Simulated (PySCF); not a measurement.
C₅H₁₄NSi, doublet, geometry from GFN2-xTB; HF/STO-3G (PySCF).

The PySCF input:
```python
from pyscf import gto, scf

mol = gto.M(
    atom='''
C     2.524837   -0.837642   -0.668558
C     1.077958   -1.119116   -0.546029
N     0.187556   -0.191036   -0.048795
Si    0.659015    1.433932    0.338006
C    -1.206100   -0.611912   -0.023521
C    -1.746694   -0.660685    1.405395
C    -2.080029    0.267044   -0.916447
H     3.043713   -0.847439    0.299504
H     2.990843   -1.594013   -1.298210
H     2.695639    0.143927   -1.113675
H     0.739757   -2.140424   -0.593447
H     0.905148    2.257660   -0.861785
H    -0.436996    2.046724    1.086532
H     1.868552    1.391542    1.159368
H    -1.240116   -1.631619   -0.427528
H    -2.741624   -1.099765    1.410411
H    -1.803709    0.336351    1.831465
H    -1.093777   -1.266952    2.028649
H    -1.658906    0.312410   -1.917882
H    -2.144269    1.276586   -0.520786
H    -3.083201   -0.148925   -0.978171
''',
    basis='sto-3g',
    charge=0,
    spin=1,
    verbose=3,
)

mf = scf.UHF(mol)
mf.kernel()
mf.analyze()
```

Output, abridged:

```
converged SCF energy = -534.510352781703  <S^2> = 0.76035083  2S+1 = 2.0103242
**** MO energy ****
                             alpha | beta                alpha | beta
[...]
To work with the spin densities directly, `use mulliken_meta_spin()` only printing them here.

 ** Mulliken spin pop alpha/beta on meta-lowdin orthogonal AOs **
 ** Mulliken Spin Density (per atom)  **
spin density of  0 C =     -0.10361
spin density of  1 C =      0.96611
spin density of  2 N =      0.12156
spin density of  3 Si =     -0.01456
spin density of  4 C =     -0.01332
spin density of  5 C =      0.00412
spin density of  6 C =      0.00496
spin density of  7 H =      0.04894
spin density of  8 H =      0.01144
spin density of  9 H =      0.02070
spin density of  10 H =     -0.05522
spin density of  11 H =      0.00781
spin density of  12 H =      0.00017
spin density of  13 H =      0.00211
spin density of  14 H =      0.00051
spin density of  15 H =     -0.00031
spin density of  16 H =     -0.00027
spin density of  17 H =     -0.00034
spin density of  18 H =     -0.00039
spin density of  19 H =     -0.00035
spin density of  20 H =     -0.00005
 ** Mulliken pop alpha/beta on meta-lowdin orthogonal AOs **
 ** Mulliken atomic charges   ( Nelec_alpha | Nelec_beta ) **
charge of  0C =     -0.11202  (     3.00420      3.10782 )
charge of  1C =     -0.02541  (     3.49576      2.52965 )
charge of  2N =     -0.32616  (     3.72386      3.60230 )
charge of  3Si =      0.71172  (     6.63686      6.65142 )
charge of  4C =      0.08900  (     2.94884      2.96216 )
charge of  5C =     -0.11517  (     3.05964      3.05553 )
charge of  6C =     -0.11620  (     3.06058      3.05562 )
charge of  7H =      0.02912  (     0.50991      0.46097 )
charge of  8H =      0.03841  (     0.48651      0.47508 )
charge of  9H =      0.02866  (     0.49602      0.47532 )
charge of  10H =      0.01473  (     0.46502      0.52024 )
charge of  11H =     -0.15233  (     0.58007      0.57226 )
charge of  12H =     -0.14635  (     0.57326      0.57309 )
charge of  13H =     -0.14489  (     0.57350      0.57139 )
charge of  14H =      0.02865  (     0.48593      0.48542 )
charge of  15H =      0.03229  (     0.48370      0.48401 )
charge of  16H =      0.03174  (     0.48400      0.48427 )
charge of  17H =      0.03470  (     0.48248      0.48282 )
charge of  18H =      0.03510  (     0.48226      0.48264 )
charge of  19H =      0.02994  (     0.48485      0.48521 )
charge of  20H =      0.03446  (     0.48275      0.48279 )
Dipole moment(X, Y, Z, Debye): -0.36731,  0.35559,  0.14588
```
